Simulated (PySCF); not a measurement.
## `FC(O/C=C/C(=C/F)F)(F)F`, C5H3F5O

Molfile (atoms numbered from 1):
```
C5H3F5O
     RDKit          3D

 14 13  0  0  0  0  0  0  0  0999 V2000
    3.6928   -0.0516    1.3641 F   0  0  0  0  0  0  0  0  0  0  0  0
    2.3981    0.1826    1.1552 C   0  0  0  0  0  0  0  0  0  0  0  0
    1.7359   -0.2957    0.0994 C   0  0  0  0  0  0  0  0  0  0  0  0
    2.3727   -1.0500   -0.8152 F   0  0  0  0  0  0  0  0  0  0  0  0
    0.3312   -0.0540   -0.1473 C   0  0  0  0  0  0  0  0  0  0  0  0
   -0.2788   -0.5548   -1.2190 C   0  0  0  0  0  0  0  0  0  0  0  0
   -1.6047   -0.4030   -1.5792 O   0  0  0  0  0  0  0  0  0  0  0  0
   -2.4198    0.3095   -0.8138 C   0  0  0  0  0  0  0  0  0  0  0  0
   -3.6275    0.3116   -1.3560 F   0  0  0  0  0  0  0  0  0  0  0  0
   -2.0471    1.5921   -0.6716 F   0  0  0  0  0  0  0  0  0  0  0  0
   -2.5472   -0.1687    0.4347 F   0  0  0  0  0  0  0  0  0  0  0  0
    1.9444    0.7922    1.9201 H   0  0  0  0  0  0  0  0  0  0  0  0
   -0.1690    0.5521    0.5905 H   0  0  0  0  0  0  0  0  0  0  0  0
    0.2184   -1.1626   -1.9593 H   0  0  0  0  0  0  0  0  0  0  0  0
  1  2  1  0
  2  3  2  0
  3  4  1  0
  3  5  1  0
  5  6  2  0
  6  7  1  0
  7  8  1  0
  8  9  1  0
  8 10  1  0
  8 11  1  0
  2 12  1  0
  5 13  1  0
  6 14  1  0
M  END
```

Computed, not measured: quadratic response CAM-B3LYP/def2-SVPD first hyperpolarisability, Taylor convention, gas phase in PySCF. Geometry: GFN2-xTB.

Q: Give the tensor of the second harmonic β(−2ω;ω,ω) at 1907 nm in the axes of these coordinates.

A: In au, Taylor convention; rows are the first index (the induced dipole):
```
      xx     yy     zz     xy     xz     yz
x  +17.2  +12.0  +24.3   -0.2   +1.9  +11.1
y   +0.2  -11.3   -5.0  +12.0  +11.3   -5.9
z   +2.5   -5.9   +1.0  +11.1  +24.6   -5.1
```
Norm of βᵢ = ⅓ Σⱼ (βᵢⱼⱼ + βⱼᵢⱼ + βⱼⱼᵢ): 56.3 au, hyper-Rayleigh value 24.1 au.
